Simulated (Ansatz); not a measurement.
H₇NO₃Si₂ (`O[SiH2]N[SiH](O)O`). Total charge 0; spin multiplicity 1. Geometry: relaxed with PBE0-D4/def2-TZVP. It is one conformer, not always the lowest.

```xyz
13

O    -1.306    1.071    1.315
Si   -1.103   -0.571    1.174
N     0.352   -0.835    0.318
Si    0.855   -0.070   -1.138
O     2.448    0.245   -0.900
O    -0.105    1.228   -1.381
H    -2.205    1.379    1.447
H    -2.305   -1.096    0.471
H    -0.974   -1.227    2.500
H     1.068   -1.349    0.811
H     0.713   -0.885   -2.365
H     2.973    0.448   -1.675
H    -0.410    1.662   -0.576
```

**Question.** What is the dipole moment at ωB97M-V/def2-TZVPP? (An estimate is asked.)

**Answer.** Ansatz gave: 0.93 D, with components (-0.44, -0.22, 0.78) D in this frame, pointing from negative to positive charge.

**Question.** And with PBE, r2SCAN, B3LYP? (Best estimate.)

**Answer.** Ansatz gave: PBE 0.86 D, r2SCAN 0.88 D, B3LYP 0.93 D.

**Question.** Give the Mulliken charges with ωB97M-V, B3LYP, PBE in def2-TZVPP. (Best estimate.)

**Answer.** Computed: 
```tsv
atom	ωB97M-V	B3LYP	PBE
O1	-0.41	-0.42	-0.37
Si2	0.43	0.51	0.41
N3	-0.35	-0.35	-0.28
Si4	0.61	0.66	0.53
O5	-0.38	-0.39	-0.35
O6	-0.40	-0.41	-0.36
H7	0.18	0.19	0.19
H8	-0.05	-0.09	-0.09
H9	-0.05	-0.09	-0.08
H10	0.11	0.13	0.14
H11	-0.07	-0.12	-0.11
H12	0.17	0.18	0.18
H13	0.20	0.20	0.19
```

B3LYP here is the variant with VWN-RPA as its local correlation; programs differ in this.
